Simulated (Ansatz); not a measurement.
A made-up structure of CH2STe, closed shell:

```xyz
5
angstrom
S -0.6391 -1.5426 -0.6999
C -0.3009 -0.4317 0.0311
Te 0.9079 0.6345 -0.9105
H -0.6949 -0.1581 1.0977
H 0.7270 1.4979 0.4816
```

It is relaxed with PBE-D4/def2-SVP and then PBE0-D4/def2-TZVP (Ansatz 0.2.0). Atoms count as bonded within 1.22 times the sum of their covalent radii (H–H: 0.88 Å). The end point is not checked to be a true minimum.

Question: Does its bonding change? (Judge from chemistry; the calculation decides.)

Answer: Computed: Yes. Formed: none; broken: S1–Te3.

Where it ends: The first stage lowers the energy by 3.85 eV in 9 steps. It ends as CH₂STe ([S][CH][TeH]):
S1  (-0.857, -1.883, -0.710)
C2  (-0.359, -0.537, 0.012)
Te3  (0.979, 0.826, -0.811)
H4  (-0.701, -0.244, 1.005)
H5  (0.939, 1.839, 0.505)
(Å)

Labels in which every atom is bracketed show which atoms are joined, not bond orders.

For scale, one of the runs: PBE0-D4/def2-TZVP relaxation, 130 basis functions, launched by `ansatz run in.yaml --threads 2 --pin off --events-out ev --progress --plain --max-ram 4352MiB`. Hardware: 2 CPU threads of an Arm Neoverse V1, shared host. Wall time about 19 s.
